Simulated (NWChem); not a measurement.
System: CH2Cl2O2Si; SMILES O=C[Si](O)(Cl)Cl

Input file for NWChem:

```
start job
memory heap 200 mb stack 900 mb global 1100 mb
geometry units angstroms noautoz
  O     -0.539632    -2.556460     0.087821
  C     -0.331535    -1.570939     0.774926
  Si     0.016629     0.061938    -0.180210
  O     -0.072263    -0.363270    -1.759871
  Cl     1.880844     0.786351     0.306534
  Cl    -1.392847     1.482169     0.303227
  H     -0.348491    -1.642226     1.883696
  H     -0.273866    -1.314445    -1.845069
end
basis spherical
  O library def2-svp
  C library def2-svp
  Si library def2-svp
  Cl library def2-svp
  H library def2-svp
end
dft
  xc becke88 perdew86
  iterations 150
  mulliken
end
task dft energy
```

Excerpt of the output:

```
             Northwest Computational Chemistry Package (NWChem) 7.3.0
             --------------------------------------------------------

 CS  symmetry detected

                             Geometry "geometry" -> ""
                             -------------------------

 Output coordinates in angstroms (scale by  1.889725989 to convert to a.u.)

  No.       Tag          Charge          X              Y              Z
 ---- ---------------- ---------- -------------- -------------- --------------
    1 O                    8.0000     0.34320682    -2.64558663     0.00000000
    2 C                    6.0000     0.93521254    -1.57966051     0.00000000
    3 Si                  14.0000    -0.16876458    -0.00453387     0.00000000
    4 O                    8.0000    -1.70202278    -0.58172674     0.00000000
    5 Cl                  17.0000     0.21393443     1.13143503     1.67341145
    6 Cl                  17.0000     0.21393443     1.13143503    -1.67341145
    7 H                    1.0000     2.04603388    -1.55109810     0.00000000
    8 H                    1.0000    -1.69784810    -1.55774873     0.00000000

 Effective nuclear repulsion energy (a.u.)     435.1656609760

      Symmetry information
      --------------------

 Group name             Cs
 Group number              2
 Group order               2
 No. of unique centers     7

  perdew86 is a nonlocal functional; adding perdew81 local functional.

                                 NWChem DFT Module
                                 -----------------

 Summary of "ao basis" -> "ao basis" (spherical)
 ------------------------------------------------------------------------------
       Tag                 Description            Shells   Functions and Types
 ---------------- ------------------------------  ------  ---------------------
 O                          def2-svp                 6       14   3s2p1d
 C                          def2-svp                 6       14   3s2p1d
 Si                         def2-svp                 8       18   4s3p1d
 Cl                         def2-svp                 8       18   4s3p1d
 H                          def2-svp                 3        5   2s1p

      Symmetry analysis of basis
      --------------------------

        a'         69
        a"         37

            General Information
            -------------------
          SCF calculation type: DFT
          Wavefunction type:  closed shell.
          No. of atoms     :     8
          No. of electrons :    72
           Alpha electrons :    36
            Beta electrons :    36
          Charge           :     0
          Spin multiplicity:     1
          Use of symmetry is: on ; symmetry adaption is: on
          Maximum number of iterations: 150
          AO basis - number of functions:   106
                     number of shells:    48
          Convergence on energy requested:  1.00D-06
          Convergence on density requested:  1.00D-05
          Convergence on gradient requested:  5.00D-04

              XC Information
              --------------
                    Becke 1988 Exchange Functional  1.000
                Perdew 1981 Correlation Functional  1.000 local
                Perdew 1986 Correlation Functional  1.000 non-local

             Grid Information
             ----------------
          Grid used for XC integration:  medium
          Radial quadrature: Mura-Knowles
          Angular quadrature: Lebedev.
          Tag              B.-S. Rad. Rad. Pts. Rad. Cut. Ang. Pts.
          ---              ---------- --------- --------- ---------
          O                   0.60       49          10.0       434
          C                   0.70       49           9.0       434
          Si                  1.10       88           9.0       590
          Cl                  1.00       88          10.0       590
          H                   0.35       45          10.0       434
          Grid pruning is: on
          Number of quadrature shells:   413
          Spatial weights used:  Erf1

      Superposition of Atomic Density Guess
      -------------------------------------

 Sum of atomic energies:       -1395.39125902

      Non-variational initial energy
      ------------------------------

 Total energy =   -1397.207331
 1-e energy   =   -2795.587906
 2-e energy   =     963.214914
 HOMO         =      -0.281729
 LUMO         =      -0.064939

      Symmetry analysis of molecular orbitals - initial
      -------------------------------------------------

  Numbering of irreducible representations:

     1 a'          2 a"

  Orbital symmetries:

     1 a'          2 a"          3 a'          4 a'          5 a'
     6 a'          7 a'          8 a"          9 a'         10 a"
    11 a'         12 a'         13 a"         14 a"         15 a'
    16 a'         17 a"         18 a'         19 a'         20 a'
    21 a'         22 a"         23 a'         24 a'         25 a'
    26 a'         27 a"         28 a'         29 a"         30 a'
    31 a"         32 a'         33 a'         34 a"         35 a"
    36 a'         37 a"         38 a'         39 a'         40 a'
    41 a'         42 a"         43 a'         44 a'         45 a'
    46 a"

     ---------------------------------------------
      Total Density - Mulliken Population Analysis
     ---------------------------------------------

    Atom       Charge   Shell Charges
 -----------   ------   -------------------------------------------------------
    1 O    8     8.67   1.99  1.13  0.69  3.01  1.83  0.01
    2 C    6     5.57   1.99  0.96  0.35  1.54  0.66  0.07
    3 Si  14    12.62   2.00  1.99  0.90  0.04  5.93  0.86  0.59  0.31
    4 O    8     8.76   1.99  1.11  0.63  3.09  1.94  0.01
    5 Cl  17    17.39   2.00  1.99  1.22  0.72  5.94  2.15  3.35  0.01
    6 Cl  17    17.39   2.00  1.99  1.22  0.72  5.94  2.15  3.35  0.01
    7 H    1     0.95   0.69  0.24  0.02
    8 H    1     0.65   0.51  0.08  0.06

   convergence    iter        energy       DeltaE   RMS-Dens  Diis-err
 ---------------- ----- ----------------- --------- --------- ---------
 d= 0,ls=0.0,diis     1  -1399.1762981317 -1.83D+03  2.66D-02  1.62D+00
 d= 0,ls=0.0,diis     2  -1398.0766305575  1.10D+00  2.00D-02  1.18D+01
 d= 0,ls=0.0,diis     3  -1399.3428201392 -1.27D+00  5.28D-03  2.04D-01
 d= 0,ls=0.0,diis     4  -1399.3464224293 -3.60D-03  2.70D-03  1.73D-01
 d= 0,ls=0.0,diis     5  -1399.3650631533 -1.86D-02  6.08D-04  6.69D-03
  Resetting Diis
 d= 0,ls=0.0,diis     6  -1399.3656670867 -6.04D-04  2.17D-04  6.85D-04
 d= 0,ls=0.0,diis     7  -1399.3657525503 -8.55D-05  6.54D-05  1.31D-05
 d= 0,ls=0.0,diis     8  -1399.3657493168  3.23D-06  4.22D-05  4.49D-05
 d= 0,ls=0.0,diis     9  -1399.3657537115 -4.39D-06  1.32D-05  4.68D-06
 d= 0,ls=0.0,diis    10  -1399.3657541584 -4.47D-07  3.34D-06  2.98D-07

         Total DFT energy =    -1399.365754158399
      One electron energy =    -2797.737312221280
           Coulomb energy =     1064.120971800878
    Exchange-Corr. energy =     -100.915074713979
 Nuclear repulsion energy =      435.165660975982

 Numeric. integr. density =       72.000003198064

                  Occupations of the irreducible representations
                  ----------------------------------------------

                     irrep           alpha         beta
                     --------     --------     --------
                     a'               24.0         24.0
                     a"               12.0         12.0

                       DFT Final Molecular Orbital Analysis
                       ------------------------------------

 Vector   34  Occ=2.000000D+00  E=-3.008651D-01  Symmetry=a"
              MO Center=  7.0D-02,  8.7D-01,  1.0D-13, r^2= 4.3D+00
   Bfn.  Coefficient  Atom+Function         Bfn.  Coefficient  Atom+Function
  ----- ------------  ---------------      ----- ------------  ---------------
    71      0.256163  5 Cl px                73      0.256099  5 Cl pz
    89     -0.256163  6 Cl px                91      0.256099  6 Cl pz
    72     -0.241315  5 Cl py                90      0.241315  6 Cl py
    70      0.194808  5 Cl pz                88      0.194808  6 Cl pz
    68      0.187128  5 Cl px                86     -0.187128  6 Cl px

 Vector   35  Occ=2.000000D+00  E=-2.856017D-01  Symmetry=a"
              MO Center= -3.6D-01,  6.1D-01,  3.9D-14, r^2= 4.3D+00
   Bfn.  Coefficient  Atom+Function         Bfn.  Coefficient  Atom+Function
  ----- ------------  ---------------      ----- ------------  ---------------
    52      0.361842  4 O  pz                71      0.271074  5 Cl px
    89     -0.271074  6 Cl px                55      0.264751  4 O  pz
    72      0.222432  5 Cl py                90     -0.222432  6 Cl py
    68      0.202477  5 Cl px                86     -0.202477  6 Cl px
    73     -0.184864  5 Cl pz                91     -0.184864  6 Cl pz

 Vector   36  Occ=2.000000D+00  E=-2.325694D-01  Symmetry=a'
              MO Center=  5.4D-01, -1.7D+00, -1.3D-14, r^2= 2.9D+00
   Bfn.  Coefficient  Atom+Function         Bfn.  Coefficient  Atom+Function
  ----- ------------  ---------------      ----- ------------  ---------------
     4      0.432486  1 O  px                 7      0.322340  1 O  px
     5     -0.286656  1 O  py                97     -0.249290  7 H  s
    31      0.237082  3 Si s                  8     -0.220020  1 O  py
    98     -0.218239  7 H  s                 18     -0.156431  2 C  px
    17      0.152249  2 C  s                 37     -0.147342  3 Si py

[...]
```

Level: BP86/def2-SVP. The geometry was optimised at B3LYP/6-31G* (spherical d).
